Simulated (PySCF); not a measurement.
**Xenon: a sound run and one with changed settings**

Sound run: Xe⁺ [Kr] 4d10 5s2 5p5, Xe²⁺ [Kr] 4d10 5s2 5p4. Computed with PySCF 2.14 in def2-TZVP with the def2 core potential (28 electrons), with a scalar-relativistic core potential. In the sound run the correlated levels freeze 4s2 4p6 4d10 outside the core potential. The sound run starts from symmetry-adapted Hartree-Fock orbitals and uses a fine grid where one is needed.

Changed run: a valence shell is frozen. This setting is unsound on purpose.

```tsv
species	method	sound run (hartree)	changed run (hartree)	converged
Xe⁺	MP2	-327.99284	-327.94886	yes
Xe⁺	CCSD(T)	-328.01505	-327.95896	yes
Xe²⁺	MP2	-327.22949	-327.18092	yes
Xe²⁺	CCSD(T)	-327.24993	-327.18901	yes
```

Ionisation energy of Xe⁺:

```json
{"method": "UHF", "sound run (eV)": "20.077", "changed run (eV)": "20.077"}
{"method": "MP2", "sound run (eV)": "20.772", "changed run (eV)": "20.897"}
{"method": "SCS-MP2", "sound run (eV)": "20.769", "changed run (eV)": "20.947"}
{"method": "CCSD", "sound run (eV)": "20.793", "changed run (eV)": "20.918"}
{"method": "CCSD(T)", "sound run (eV)": "20.820", "changed run (eV)": "20.952"}
```

Freezing a valence shell removes pair correlation that changes on ionisation.

For comparison, NIST gives 20.975 eV between the lowest levels.
